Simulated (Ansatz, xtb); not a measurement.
**CH5F3InN: which of two structures lies lower**

Structure X: a singlet given by its coordinates. Structure Y: `FC[NH2+][InH-]([F])[F]`, a singlet. Both are isolated molecules in the gas phase, relaxed with PBE0-D4/def2-SVP; the shapes shown needn't be the lowest conformers.

X (Å):

```json
{"atom": "C", "x (Å)": "-1.1220", "y (Å)": "-0.0199", "z (Å)": "-0.2677"}
{"atom": "F", "x (Å)": "1.3544", "y (Å)": "1.3080", "z (Å)": "0.2943"}
{"atom": "F", "x (Å)": "1.9467", "y (Å)": "-1.9212", "z (Å)": "1.3085"}
{"atom": "F", "x (Å)": "-0.3956", "y (Å)": "0.3004", "z (Å)": "2.4856"}
{"atom": "In", "x (Å)": "0.6601", "y (Å)": "-0.5158", "z (Å)": "0.9272"}
{"atom": "N", "x (Å)": "-1.2105", "y (Å)": "1.3602", "z (Å)": "0.2962"}
{"atom": "H", "x (Å)": "-0.2551", "y (Å)": "1.7836", "z (Å)": "0.1389"}
{"atom": "H", "x (Å)": "-1.9754", "y (Å)": "1.9466", "z (Å)": "-0.0450"}
{"atom": "H", "x (Å)": "-1.2180", "y (Å)": "1.2291", "z (Å)": "1.3447"}
{"atom": "H", "x (Å)": "-2.0337", "y (Å)": "-0.5791", "z (Å)": "-0.0256"}
{"atom": "H", "x (Å)": "-0.9737", "y (Å)": "0.0313", "z (Å)": "-1.3531"}
```

Close contacts (Å): C1–In5 2.20, C1–N6 1.49, F2–In5 2.05, F3–In5 1.94, F4–In5 2.05, In5–N6 2.72, C1–H10 1.10, C1–H11 1.10, N6–H7 1.06, N6–H8 1.02, N6–H9 1.06.

Y (Å):

```xyz
11

C     2.0913   -0.1659   -1.7689
F     2.0997    0.9553   -2.5464
F     3.2887   -2.4644   -0.3792
F     3.6310   -0.1444    1.7689
In    2.3801   -1.5342    1.1137
N     1.8239    0.1720   -0.3907
H     3.0622   -0.6774   -1.8221
H     1.3035   -0.8445   -2.1313
H     2.5408    0.8060   -0.0195
H     0.9193    0.6334   -0.2885
H     1.1280   -2.2185    2.0373
```

Estimate E(Y) − E(X) at the level CCSD(T)/def2-SVP + ΔMP2/def2-TZVPP.

Calculated at CCSD(T)/def2-SVP + ΔMP2/def2-TZVPP: E(Y) − E(X) = +24.9 kJ/mol, so structure X lies lower.

How the difference moves with the method:

```json
{"level": "GFN2-xTB", "geometry": "GFN2-xTB", "E(Y) − E(X) (kJ/mol)": "−5.8", "departure from the last row (kJ/mol)": "−30.7", "job, with rough time for the two": "optimisation, 0.27 s"}
{"level": "HF/STO-3G", "geometry": "GFN2-xTB", "E(Y) − E(X) (kJ/mol)": "−204.5", "departure from the last row (kJ/mol)": "−229.4", "job, with rough time for the two": "single point, 1.7 s"}
{"level": "r2SCAN-D4/def2-SVP", "geometry": "GFN2-xTB", "E(Y) − E(X) (kJ/mol)": "+16.6", "departure from the last row (kJ/mol)": "−8.3", "job, with rough time for the two": "single point, 3.7 s"}
{"level": "PBE0-D4/def2-SVP", "geometry": "PBE0-D4/def2-SVP", "E(Y) − E(X) (kJ/mol)": "+14.8", "departure from the last row (kJ/mol)": "−10.1", "job, with rough time for the two": "optimisation, 62 s"}
{"level": "HF/def2-SVP", "geometry": "PBE0-D4/def2-SVP", "E(Y) − E(X) (kJ/mol)": "−24.0", "departure from the last row (kJ/mol)": "−48.9", "job, with rough time for the two": "part of the CCSD(T) run"}
{"level": "MP2/def2-SVP", "geometry": "PBE0-D4/def2-SVP", "E(Y) − E(X) (kJ/mol)": "+25.4", "departure from the last row (kJ/mol)": "+0.5", "job, with rough time for the two": "part of the CCSD(T) run"}
{"level": "CCSD(T)/def2-SVP", "geometry": "PBE0-D4/def2-SVP", "E(Y) − E(X) (kJ/mol)": "+13.6", "departure from the last row (kJ/mol)": "−11.3", "job, with rough time for the two": "single point"}
{"level": "CCSD(T)/def2-SVP + ΔMP2/def2-TZVPP", "geometry": "PBE0-D4/def2-SVP", "E(Y) − E(X) (kJ/mol)": "+24.9", "departure from the last row (kJ/mol)": "", "job, with rough time for the two": "single point, 62 s"}
```

GFN2-xTB, HF/STO-3G, HF/def2-SVP put the two in the other order. The largest departure from CCSD(T)/def2-SVP + ΔMP2/def2-TZVPP is that of HF/STO-3G, 229.4 kJ/mol. The last row adds to CCSD(T) the change of the MP2 difference between the two basis sets, here +11.3 kJ/mol.

With thermal terms from frequencies at re-optimised GFN2-xTB minima (ideal gas, soft modes damped towards free rotors, one conformer each, 298.15 K, 1 atm): on the last row, ΔE + ΔZPE = +16.4, ΔH = +17.2, ΔG = +13.4 kJ/mol.

The correlated steps freeze 9 core orbitals; the filled d shell of In is correlated, in a basis made for valence electrons. Atoms past krypton carry core potentials in the def2 sets, other sets are all-electron and non-relativistic, and no spin–orbit term is included. Programs: Ansatz 0.2.0, xtb 6.7.1; the last row on 2 threads of Intel(R) Xeon(R) Platinum 8488C (Sapphire Rapids) on a shared host.
